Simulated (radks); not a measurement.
The numbers below are computed, except where a source is named.
Correlation energies from several functionals, in hartree. Species: Be2+ [He]; S+ [Ne] 3s2 3p3. Code: a radial shooting solver on a logarithmic mesh with Libxc functionals. Model: non-relativistic Kohn-Sham, r2SCAN, spin-polarised, spherical densities, point nucleus; meta-GGA in the generalised Kohn-Sham scheme. Every spin shell is full or empty, so the densities are truly spherical. Functionals are evaluated on that one density, not self-consistently.

functional       Be2+        S+
PW92         -0.15029   -1.1570
VWN5         -0.15108   -1.1630
Wigner       -0.10426  -0.69827
PBE         -0.045797  -0.54225
PBEsol      -0.058389  -0.63620
LYP         -0.049151  -0.58827
P86         -0.048351  -0.61574
PW91        -0.053267  -0.59710
AM05         -0.13098   -1.0484
OP (B88)    -0.065918  -0.56365
TPSS        -0.046776  -0.54813
SCAN        -0.041543  -0.53891
r2SCAN      -0.041543  -0.54397
